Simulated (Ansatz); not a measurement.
Reactions of `[Br][GeH]([Br])[Br]`.

Isolated molecules relaxed with PBE0-D4/def2-TZVP in Ansatz; ΔE leaves out vibrations. CCSD(T)/CBS is the MP2 limit (def2-TZVPP, def2-QZVPP) plus CCSD(T) − MP2 in def2-TZVPP, frozen cores. This one scheme is used for every species, atoms too. No spin–orbit coupling; open shells (•) take unrestricted orbitals. Spin–orbit coupling would lower the free atoms: clearly for Br, Ge. Bonds to Br, Ge are less sure, by a few kJ/mol each and by 10 to 20 or more in all where they break to atoms, as the def2 sets lack core-valence functions. Scalar relativity is left out up to krypton.

Task: Order these by ΔE at CCSD(T)/CBS, lowest first. (Best estimate.)
A. `[Br][GeH]([Br])[Br]` → Br₂ + `[GeH][Br]`
B. `[Br][GeH]([Br])[Br]` + H₂ → `[Br][GeH2][Br]` + HBr
C. `[Br][GeH]([Br])[Br]` → `[Br][Ge][Br]` + HBr
D. `[Br][GeH]([Br])[Br]` → 3 Br• + Ge• + H•

Result: B (+13.8 kcal/mol), C (+28.2 kcal/mol), A (+85.7 kcal/mol), D (+297.7 kcal/mol).

Largest T1 diagnostic: 0.011, for `[GeH][Br]`.
